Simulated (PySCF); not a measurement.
Stepwise substitution at one centre (Al OH-H). Isolated molecules, 0 K electronic values unless said otherwise. One relaxed conformer stands for each flexible species; it need not be the lowest. Strings in code marks are SMILES.

Method: CAM-B3LYP-D3(BJ)/def2-TZVP in PySCF 2.14.0. Delta-SCF ions had no search for a lower state. Excitations are Tamm–Dancoff values on a coarser integration grid. The basis has no diffuse functions, so Rydberg states are missing or too high.

```json
[
 {"species": "0 of 3 OH replaced by H (`[OH][Al]([OH])[OH]`)", "HOMO (eV)": "-10.55", "vertical ionisation energy (Delta-SCF) (eV)": "11.74", "T1 excitation (TDA) (eV)": "…", "HOMO–LUMO gap (eV)": "…", "S1 oscillator strength": "0.000"},
 {"species": "1 of 3 OH replaced by H (`[OH][AlH][OH]` (H–O–Al–O torsion 0°, O–Al–O–H torsion 0°))", "HOMO (eV)": "-10.60", "vertical ionisation energy (Delta-SCF) (eV)": "…", "T1 excitation (TDA) (eV)": "7.06", "HOMO–LUMO gap (eV)": "11.33", "S1 oscillator strength": "0.000"},
 {"species": "2 of 3 OH replaced by H (`[OH][AlH2]`)", "HOMO (eV)": "-9.79", "vertical ionisation energy (Delta-SCF) (eV)": "11.07", "T1 excitation (TDA) (eV)": "5.48", "HOMO–LUMO gap (eV)": "9.74", "S1 oscillator strength": "0.000"},
 {"species": "3 of 3 OH replaced by H (`[AlH3]`)", "HOMO (eV)": "-10.02", "vertical ionisation energy (Delta-SCF) (eV)": "11.35", "T1 excitation (TDA) (eV)": "–", "HOMO–LUMO gap (eV)": "…", "S1 oscillator strength": "–"}
]
```

**Question.** Fill in the missing entries.

**Answer.** 
- 0 of 3 OH replaced by H (`[OH][Al]([OH])[OH]`), T1 excitation (TDA) (eV): 6.81
- 0 of 3 OH replaced by H (`[OH][Al]([OH])[OH]`), HOMO–LUMO gap (eV): 10.96
- 1 of 3 OH replaced by H (`[OH][AlH][OH]` (H–O–Al–O torsion 0°, O–Al–O–H torsion 0°)), vertical ionisation energy (Delta-SCF) (eV): 11.83
- 3 of 3 OH replaced by H (`[AlH3]`), HOMO–LUMO gap (eV): 9.18
